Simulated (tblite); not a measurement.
Compound: C₅H₁₄OSi₃.
Numbering: `[CH:1]#[C:2][CH2:3][C@@H:4]([CH3:5])[Si@@H:6]([SiH3:7])[O:8][SiH3:9]` (hydrogens: H10 on C1; H11, H12 on C3; H13 on C4; H14, H15, H16 on C5; H17 on Si6; H18, H19, H20 on Si7; H21, H22, H23 on Si9)

The geometry is computed with GFN2-xTB (gas phase).

Problem. What internal coordinates does the optimisation give?

Solution. 
```tsv
bond	length (bohr)
C1≡C2	2.262
C2–C3	2.736
C3–C4	2.905
C4–C5	2.883
C4–Si6	3.623
Si6–Si7	4.360
Si6–O8	3.081
O8–Si9	3.053
C1–H10	1.982
C3–H11	2.069
C3–H12	2.068
C4–H13	2.072
C5–H14, C5–H15, C5–H16	2.058
Si6–H17	2.781
Si7–H18, Si7–H19, Si7–H20	2.776
Si9–H21, Si9–H22, Si9–H23	2.762
```

Bonds in one row agree within 0.02 bohr and their mean is given. A selection of angles:
```tsv
angle	degrees
C1–C2–C3	178.0
C2–C3–C4	111.6
C3–C4–C5	110.3
C3–C4–Si6	111.0
C5–C4–Si6	111.0
C4–Si6–Si7	112.7
C4–Si6–O8	107.5
Si7–Si6–O8	108.6
Si6–O8–Si9	167.1
```

Dihedral angles: C2–C3–C4–C5 66° (synclinal); C3–C4–Si6–Si7 -57° (synclinal).

Si7 (SiH3 silicon) is distorted tetrahedral (angles from 105.5° to 114.1°). Of the pairs four or more bonds apart, C2···H15 is among the closest relative to their van der Waals radii: 2.66 Å, 92 % of the sum of Bondi's values. Si6 (oxygen-bound silicon) is distorted tetrahedral (angles from 102.4° to 117.1°). The C–C distances run from 1.197 Å (C1≡C2, drawn triple) to 1.537 Å (C3–C4, drawn single), a spread of 0.340 Å. Si9 (oxygen-bound silicon) is distorted tetrahedral (angles from 105.9° to 113.0°).

Point group: C1 (no symmetry element, even within 0.4 Å). GFN2-xTB frequencies show an imaginary mode (43i cm⁻¹), so the point is no minimum at that level.

On Arm Neoverse N1, one thread (shared host), this took 3.8 s. These figures are those of the optimisation.
